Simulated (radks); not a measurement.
Values are calculated unless marked as measured or tabulated.
Initial-state core-level shifts of the copper ion Cu+ when its valence configuration changes from [Ar] 3d10. Level of theory: Dirac Kohn-Sham, BLYP, spin-unpolarised, spherical densities, finite nucleus; open shells fill j = l - 1/2 first; Fermi nuclear charge, rms radius 3.8823 fm (a radial shooting solver on a logarithmic mesh with Libxc functionals). Shifts are changes of the shell-averaged eigenvalues in eV (positive: less bound); the change of the density at the nucleus, which sets a Mossbauer isomer shift, is in e/bohr^3, on a base of 2.22e+04.

| valence | 2s | 2p | 3s | 3p | density at nucleus |
|---|---|---|---|---|---|
| 3d9 4s1 | -6.500 | -6.435 | -5.939 | -5.798 | +11.828 |
| 3d9 4p1 | -8.088 | -8.027 | -7.615 | -7.475 | +1.500 |
| 3d9.5 4s0.5 | -3.031 | -3.000 | -2.803 | -2.738 | +5.441 |
| 3d8 4s2 | -14.697 | -14.551 | -13.086 | -12.762 | +27.881 |
| 3d9.5 4p0.5 | -3.831 | -3.804 | -3.656 | -3.594 | +0.624 |
| 3d8.5 4s1 4p0.5 | -11.205 | -11.103 | -10.223 | -9.994 | +13.997 |
| 3d8.5 4s1.5 | -10.395 | -10.292 | -9.378 | -9.150 | +19.279 |
| 3d7.5 4s1 4p1.5 | -21.696 | -21.504 | -19.403 | -18.965 | +19.261 |
